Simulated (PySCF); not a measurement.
## Spin states and ions at one geometry of PbH4

PySCF 2.14.0, RKS PBE0, Pb def2-SVP with ECP60, H def2-SVP; non-relativistic Hamiltonian with scalar-relativistic core potentials where named; density fitting; no spin-orbit coupling; singlets restricted, open shells unrestricted. The geometry is relaxed for charge 0, singlet, vacuum:

```xyz
5

Pb    0.0078    0.3729    0.0000
H    -0.0134   -0.6421    1.4346
H    -0.0134   -0.6421   -1.4346
H     1.4627    1.3582    0.0000
H    -1.4050    1.4179    0.0000
```

Energies count from the relaxed state; an electron taken off or put on is at rest in vacuum. Charges and spins are Mulliken's.

```tsv
state	energy (eV)	spin squared	charge on Pb1 (e)	spin on Pb1 (e)	dipole about the centre of mass (D)
charge 0, singlet, vacuum	0.00	0.00	0.22	0.00	0.00
charge +1, doublet, vacuum	11.18	0.79	0.48	0.23	1.41
```

What does the state charge 0, triplet, vacuum give?

energy (eV) 6.37, spin squared 2.01, charge on Pb1 (e) 0.33, spin on Pb1 (e) 0.32, dipole about the centre of mass (D) 1.03.

With an electron taken off (doublet) the charges change, summed by element, by Pb +0.26 e, H +0.74 e. The vertical ionisation energy is 11.18 eV, against −ε(HOMO) = 8.86 eV of the relaxed state. The level lies 2.3 eV too high, as is usual for semilocal functionals and global hybrids, which keep a self-interaction error.

Open shells may have lower solutions than those found.
